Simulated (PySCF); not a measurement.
Problem. Write a Z-matrix for `C=C[C@@H]1CC(=C)[C@H]1C(F)(F)F` as optimised with PBE0-D3(BJ)/def2-SVP.

Solution. 
Z-matrix in Å and degrees, rows numbered from 1:
```
C 
C   1  1.3333
C   2  1.4869  1  125.09
C   3  1.5564  2  118.85  1  -126.99
C   4  1.5094  3   88.58  2  -135.54
C   5  1.3281  4  135.06  3  -159.20
C   5  1.5139  4   91.29  3    14.58
C   7  1.5039  3  117.48  2  -101.85
F   8  1.3394  7  111.19  3  -171.31
F   8  1.3364  7  111.99  3   -51.23
F   8  1.3366  7  111.19  3    68.84
H   1  1.0948  2  121.19  3    -0.59
H   1  1.0929  2  121.62  3   179.71
H   2  1.0987  1  119.20  3  -179.65
H   3  1.1004  2  110.58  1     1.47
H   4  1.1001  3  117.05  2   103.78
H   4  1.1034  3  111.67  2   -22.11
H   6  1.0934  5  120.96  4    -3.91
H   6  1.0928  5  121.13  4   175.36
H   7  1.1032  3  111.78  2    22.94
```

The C–C distances run from 1.328 Å (C5=C6, drawn double) to 1.556 Å (C3–C4, drawn single), a spread of 0.228 Å. All 3 C–F bonds measure 1.336 to 1.339 Å. Of the pairs four or more bonds apart, F10···H15 is among the closest relative to their van der Waals radii: 2.52 Å, 94 % of the sum of Bondi's values. The 4-membered ring C3–C4–C5–C7 has internal angles of 88.0° to 91.3° (sum 356°, against 360° for a flat polygon); it is puckered, 0.10 Å rms from its mean plane, widest ring torsion 15°.

Method used: PBE0-D3(BJ)/def2-SVP geometry optimisation, gas phase (PySCF 2.14.0).

Point group: C1 (no symmetry element, even within 0.4 Å). Whether it is a minimum is left open (no frequencies). One conformer, not necessarily the lowest (C1–C2–C3–C4 -127°, C2–C3–C4–C5 -136°, C3–C4–C5–C6 -159°, C4–C5–C7–C8 -135°, C2–C3–C7–C5 136°).
